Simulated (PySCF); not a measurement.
Input file for PySCF: R-B3LYP/6-31G* on CH5FO (a complex), monomers drawn apart or pushed together.

```python
from pyscf import gto, scf, dft, mp
from pyscf.data.elements import chemcore

mol = gto.M(
    atom='''
    F     0.08506701    0.01289622    0.23578509
    H    -0.21589527   -0.06029420    1.13358064
    C     0.52212955    0.39142032    3.34905507
    O    -0.54723377   -0.16829289    2.57527607
    H     0.25046398    0.44358193    4.40515887
    H     0.68112847    1.39849789    2.97125776
    H     1.44387894   -0.18252684    3.23009970
    H    -0.72221629   -1.06819740    2.87067574
    ''',
    basis='6-31g*',
    cart=True,
    charge=0, spin=0, verbose=3, max_memory=1800)
mf = dft.RKS(mol, xc='b3lyp')
mf.conv_tol = 1e-8
mf.max_cycle = 100
mf.kernel()
if not mf.converged:
    mf = mf.newton().run(mf.mo_coeff, mf.mo_occ)
```

### Question
Give the final energy of this run.

### Answer
-216.1501 hartree.
